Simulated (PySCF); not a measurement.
# Ta(36+): fine-structure interval

Ta(36+) [Kr] 4d1 [4d3/2^1, M_J = 3/2] → Ta(36+) [Kr] 4d1 [4d5/2^1, M_J = 5/2], as a difference of total energies. Computed with PySCF 2.14 in an even-tempered Gaussian basis (17 s from 3.9 bohr⁻², ratio 2.8; 14 p from 5.1 bohr⁻², ratio 2.8; 9 d from 5.1 bohr⁻², ratio 2.8; 3 f from 18 bohr⁻², ratio 3), with the two-component X2C-1e Hamiltonian. Correlated levels: [Ar] 3d10 frozen; the 96 highest virtual spinors dropped. "Screened" scales the spin-orbit matrix elements by Boettger's factors to mimic the two-electron term; Breit and QED terms are absent.

```csv
method,fine-structure interval (cm⁻¹)
GHF (screened spin-orbit),149340
GMP2 (screened spin-orbit),149700
GHF (bare spin-orbit),173200
```
